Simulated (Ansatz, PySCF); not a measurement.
Breaking a bond: SiH (cation, charge +1), singlet.

- UHF/cc-pVDZ (Ansatz, a program for electronic structure)
- RHF/cc-pVDZ (Ansatz)
- UKS-PBE = Ansatz with unrestricted PBE/cc-pVDZ
- RKS-PBE = restricted PBE/cc-pVDZ run with Ansatz
- UKS-B3LYP = unrestricted B3LYP/cc-pVDZ in Ansatz
- RKS-B3LYP = restricted B3LYP/cc-pVDZ in Ansatz
- UKS-B3LYP/6-31G* = unrestricted B3LYP/6-31G*, spherical d (PySCF)
- RKS-B3LYP/6-31G* = restricted B3LYP/6-31G*, spherical d run with PySCF
- UKS-B3LYP/6-311+G** = unrestricted B3LYP/6-311+G**, spherical d run with PySCF
- RKS-B3LYP/6-311+G** = restricted B3LYP/6-311+G**, spherical d (PySCF)

Scanned distances (Å): 1.21, 1.31, 1.36, 1.43, 1.47, 1.52, 1.57, 1.63, 1.65, 1.80, 1.87, 2.06, 2.27, 2.51, 2.72, 3.06, 3.32, 3.74, 4.14, 4.60, 5.44, 6.02.

Where does the unrestricted solution first break spin symmetry (<S²> of 0.01 or more)?

UHF: already at 1.21 Å; UKS-PBE: between 2.51 and 2.72 Å; UKS-B3LYP: between 2.27 and 2.51 Å; UKS-B3LYP/6-31G*: between 2.27 and 2.51 Å; UKS-B3LYP/6-311+G**: between 2.27 and 2.51 Å.

| R / Å | <S²> UHF | E(RHF) − E(UHF) / mEh | <S²> UKS-PBE | E(RKS-PBE) − E(UKS-PBE) / mEh | <S²> UKS-B3LYP | E(RKS-B3LYP) − E(UKS-B3LYP) / mEh | <S²> UKS-B3LYP/6-31G* | E(RKS-B3LYP/6-31G*) − E(UKS-B3LYP/6-31G*) / mEh | <S²> UKS-B3LYP/6-311+G** | E(RKS-B3LYP/6-311+G**) − E(UKS-B3LYP/6-311+G**) / mEh |
|---|---|---|---|---|---|---|---|---|---|---|
| 1.21 | 0.14 | 0.4 | 0.00 | 0.0 | 0.00 | 0.0 | 0.00 | 0.0 | 0.00 | 0.0 |
| 1.31 | 0.10 | 0.2 | 0.00 | 0.0 | 0.00 | 0.0 | 0.00 | 0.0 | 0.00 | 0.0 |
| 1.36 | 0.09 | 0.2 | 0.00 | 0.0 | 0.00 | 0.0 | 0.00 | 0.0 | 0.00 | 0.0 |
| 1.43 | 0.06 | 0.1 | 0.00 | 0.0 | 0.00 | 0.0 | 0.00 | 0.0 | 0.00 | 0.0 |
| 1.47 | 0.05 | 0.1 | 0.00 | 0.0 | 0.00 | 0.0 | 0.00 | 0.0 | 0.00 | 0.0 |
| 1.52 | 0.04 | 0.0 | 0.00 | 0.0 | 0.00 | 0.0 | 0.00 | 0.0 | 0.00 | 0.0 |
| 1.57 | 0.02 | 0.0 | 0.00 | 0.0 | 0.00 | 0.0 | 0.00 | 0.0 | 0.00 | 0.0 |
| 1.63 | 0.01 | 0.0 | 0.00 | 0.0 | 0.00 | 0.0 | 0.00 | 0.0 | 0.00 | 0.0 |
| 1.65 | 0.00 | 0.0 | 0.00 | 0.0 | 0.00 | 0.0 | 0.00 | 0.0 | 0.00 | 0.0 |
| 1.80 | 0.00 | 0.0 | 0.00 | 0.0 | 0.00 | 0.0 | 0.00 | 0.0 | 0.00 | 0.0 |
| 1.87 | 0.00 | 0.0 | 0.00 | 0.0 | 0.00 | 0.0 | 0.00 | 0.0 | 0.00 | 0.0 |
| 2.06 | 0.15 | 0.6 | 0.00 | 0.0 | 0.00 | 0.0 | 0.00 | 0.0 | 0.00 | 0.0 |
| 2.27 | 0.55 | 12.2 | 0.00 | 0.0 | 0.00 | 0.0 | 0.00 | 0.0 | 0.00 | 0.0 |
| 2.51 | 0.77 | 33.9 | 0.00 | 0.0 | 0.25 | 1.6 | 0.26 | 1.8 | 0.26 | 1.7 |
| 2.72 | 0.88 | 54.6 | 0.45 | 3.0 | 0.54 | 7.9 | 0.54 | 8.2 | 0.54 | 8.0 |
| 3.06 | 0.96 | 85.5 | 0.86 | 15.1 | 0.80 | 22.2 | 0.80 | 22.5 | 0.80 | 22.2 |
| 3.32 | 0.98 | 105.7 | 0.99 | 24.9 | 0.90 | 32.7 | 0.91 | 33.1 | 0.89 | 32.7 |
| 3.74 | 1.01 | 131.6 | 1.00 | 36.9 | 0.98 | 46.3 | 0.99 | 46.8 | 0.98 | 46.2 |
| 4.14 | 1.01 | 149.7 | 1.00 | 43.8 | 1.00 | 55.0 | 1.00 | 55.6 | 1.00 | 55.0 |
| 4.60 | 1.01 | 164.2 | 1.00 | 48.3 | 1.00 | 61.3 | 1.00 | 61.8 | 1.00 | 61.1 |
| 5.44 | 1.01 | 179.2 | 1.00 | 51.6 | 1.00 | 66.2 | 1.00 | 66.6 | 1.00 | 66.2 |
| 6.02 | 1.01 | 184.7 | 1.00 | 52.3 | 1.00 | 67.4 | 1.00 | 67.7 | 1.00 | 67.4 |
